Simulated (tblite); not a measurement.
Compound: C₅H₆ClF.
Numbering: `[CH2:1]=[C:2]1[CH2:3][CH2:4][C@:5]1([F:6])[Cl:7]` (hydrogens: H8, H9 on C1; H10, H11 on C3; H12, H13 on C4)

Computed with GFN2-xTB (tblite), gas phase: Langevin dynamics at 300 K from the optimised GFN2-xTB geometry, time step 0.5 fs, friction 0.01 fs⁻¹, 2000 steps. The instantaneous temperature is 2·E(kin)/(3Nk) with all 3N coordinates.

```json
{"t (fs)": "0", "T (K)": "250", "E(pot) above start (eV)": "0.000", "C1=C2 (Å)": "1.316", "C2–C3 (Å)": "1.508", "C3–C4 (Å)": "1.542", "C4–C5 (Å)": "1.534", "C5–F6 (Å)": "1.364", "C1–H8 (Å)": "1.077"}
{"t (fs)": "50", "T (K)": "217", "E(pot) above start (eV)": "0.251", "C1=C2 (Å)": "1.325", "C2–C3 (Å)": "1.546", "C3–C4 (Å)": "1.530", "C4–C5 (Å)": "1.539", "C5–F6 (Å)": "1.346", "C1–H8 (Å)": "1.069"}
{"t (fs)": "100", "T (K)": "259", "E(pot) above start (eV)": "0.419", "C1=C2 (Å)": "1.327", "C2–C3 (Å)": "1.517", "C3–C4 (Å)": "1.537", "C4–C5 (Å)": "1.540", "C5–F6 (Å)": "1.400", "C1–H8 (Å)": "1.108"}
{"t (fs)": "150", "T (K)": "309", "E(pot) above start (eV)": "0.380", "C1=C2 (Å)": "1.358", "C2–C3 (Å)": "1.502", "C3–C4 (Å)": "1.514", "C4–C5 (Å)": "1.540", "C5–F6 (Å)": "1.383", "C1–H8 (Å)": "1.057"}
{"t (fs)": "200", "T (K)": "264", "E(pot) above start (eV)": "0.384", "C1=C2 (Å)": "1.295", "C2–C3 (Å)": "1.507", "C3–C4 (Å)": "1.565", "C4–C5 (Å)": "1.542", "C5–F6 (Å)": "1.402", "C1–H8 (Å)": "1.086"}
{"t (fs)": "250", "T (K)": "371", "E(pot) above start (eV)": "0.418", "C1=C2 (Å)": "1.330", "C2–C3 (Å)": "1.539", "C3–C4 (Å)": "1.501", "C4–C5 (Å)": "1.506", "C5–F6 (Å)": "1.341", "C1–H8 (Å)": "1.106"}
{"t (fs)": "300", "T (K)": "294", "E(pot) above start (eV)": "0.360", "C1=C2 (Å)": "1.350", "C2–C3 (Å)": "1.468", "C3–C4 (Å)": "1.549", "C4–C5 (Å)": "1.522", "C5–F6 (Å)": "1.364", "C1–H8 (Å)": "1.070"}
{"t (fs)": "350", "T (K)": "321", "E(pot) above start (eV)": "0.347", "C1=C2 (Å)": "1.308", "C2–C3 (Å)": "1.540", "C3–C4 (Å)": "1.587", "C4–C5 (Å)": "1.566", "C5–F6 (Å)": "1.339", "C1–H8 (Å)": "1.096"}
{"t (fs)": "400", "T (K)": "286", "E(pot) above start (eV)": "0.444", "C1=C2 (Å)": "1.308", "C2–C3 (Å)": "1.552", "C3–C4 (Å)": "1.540", "C4–C5 (Å)": "1.581", "C5–F6 (Å)": "1.408", "C1–H8 (Å)": "1.077"}
{"t (fs)": "450", "T (K)": "300", "E(pot) above start (eV)": "0.485", "C1=C2 (Å)": "1.348", "C2–C3 (Å)": "1.476", "C3–C4 (Å)": "1.521", "C4–C5 (Å)": "1.526", "C5–F6 (Å)": "1.365", "C1–H8 (Å)": "1.066"}
{"t (fs)": "500", "T (K)": "379", "E(pot) above start (eV)": "0.351", "C1=C2 (Å)": "1.295", "C2–C3 (Å)": "1.526", "C3–C4 (Å)": "1.559", "C4–C5 (Å)": "1.554", "C5–F6 (Å)": "1.361", "C1–H8 (Å)": "1.094"}
{"t (fs)": "550", "T (K)": "368", "E(pot) above start (eV)": "0.427", "C1=C2 (Å)": "1.327", "C2–C3 (Å)": "1.456", "C3–C4 (Å)": "1.524", "C4–C5 (Å)": "1.528", "C5–F6 (Å)": "1.383", "C1–H8 (Å)": "1.054"}
{"t (fs)": "600", "T (K)": "296", "E(pot) above start (eV)": "0.342", "C1=C2 (Å)": "1.308", "C2–C3 (Å)": "1.545", "C3–C4 (Å)": "1.590", "C4–C5 (Å)": "1.559", "C5–F6 (Å)": "1.363", "C1–H8 (Å)": "1.092"}
{"t (fs)": "650", "T (K)": "261", "E(pot) above start (eV)": "0.359", "C1=C2 (Å)": "1.313", "C2–C3 (Å)": "1.480", "C3–C4 (Å)": "1.517", "C4–C5 (Å)": "1.556", "C5–F6 (Å)": "1.370", "C1–H8 (Å)": "1.098"}
{"t (fs)": "700", "T (K)": "295", "E(pot) above start (eV)": "0.362", "C1=C2 (Å)": "1.305", "C2–C3 (Å)": "1.493", "C3–C4 (Å)": "1.559", "C4–C5 (Å)": "1.512", "C5–F6 (Å)": "1.371", "C1–H8 (Å)": "1.066"}
{"t (fs)": "750", "T (K)": "311", "E(pot) above start (eV)": "0.481", "C1=C2 (Å)": "1.329", "C2–C3 (Å)": "1.504", "C3–C4 (Å)": "1.539", "C4–C5 (Å)": "1.541", "C5–F6 (Å)": "1.299", "C1–H8 (Å)": "1.046"}
{"t (fs)": "800", "T (K)": "247", "E(pot) above start (eV)": "0.529", "C1=C2 (Å)": "1.352", "C2–C3 (Å)": "1.527", "C3–C4 (Å)": "1.608", "C4–C5 (Å)": "1.548", "C5–F6 (Å)": "1.382", "C1–H8 (Å)": "1.089"}
{"t (fs)": "850", "T (K)": "291", "E(pot) above start (eV)": "0.541", "C1=C2 (Å)": "1.292", "C2–C3 (Å)": "1.534", "C3–C4 (Å)": "1.499", "C4–C5 (Å)": "1.529", "C5–F6 (Å)": "1.362", "C1–H8 (Å)": "1.104"}
{"t (fs)": "900", "T (K)": "288", "E(pot) above start (eV)": "0.394", "C1=C2 (Å)": "1.343", "C2–C3 (Å)": "1.458", "C3–C4 (Å)": "1.586", "C4–C5 (Å)": "1.521", "C5–F6 (Å)": "1.347", "C1–H8 (Å)": "1.060"}
{"t (fs)": "950", "T (K)": "233", "E(pot) above start (eV)": "0.633", "C1=C2 (Å)": "1.307", "C2–C3 (Å)": "1.500", "C3–C4 (Å)": "1.491", "C4–C5 (Å)": "1.565", "C5–F6 (Å)": "1.298", "C1–H8 (Å)": "1.115"}
{"t (fs)": "1000", "T (K)": "149", "E(pot) above start (eV)": "0.730", "C1=C2 (Å)": "1.331", "C2–C3 (Å)": "1.473", "C3–C4 (Å)": "1.557", "C4–C5 (Å)": "1.488", "C5–F6 (Å)": "1.314", "C1–H8 (Å)": "1.058"}
```

Problem. From 500 fs on, how do temperature and potential energy compare with equipartition?

Solution. The mean temperature of these 11 frames is 284 K against the target 300 K, and the mean potential energy 0.47 eV against 33 × kT/2 = 0.43 eV for 33 classical harmonic modes. For 13 atoms in a canonical ensemble the temperature itself scatters by T·√(2/(3N)) = 68 K; here its standard deviation is 60 K. The whole run lasts only 10 friction times of 100 fs, so these averages carry a wide statistical error.

Problem. What are the kinetic and total energies of the listed frame with the highest potential energy?

Solution. The one at 1000 fs, 0.730 eV above the start. Its kinetic energy is 3NkT/2 = 0.250 eV at 149 K, so the sum is 0.98 eV; over the listed frames the sum runs from 0.42 to 1.05 eV, since the thermostat adds and removes energy.

Problem. How much do the listed bonds fluctuate from 500 fs on?

Solution. 
```
 bond  at the start (Å)  mean (Å)  standard deviation (Å)
C1=C2             1.316     1.319                   0.019
C2–C3             1.508     1.500                   0.029
C3–C4             1.542     1.548                   0.036
C4–C5             1.534     1.536                   0.022
C5–F6             1.364     1.350                   0.030
C1–H8             1.077     1.080                   0.022
```

The motion is classical and holds no zero-point motion.

The cost below is that of the whole dynamics run. Time: 11 s of wall time. Hardware: Arm Neoverse V1, one thread, on a shared host.
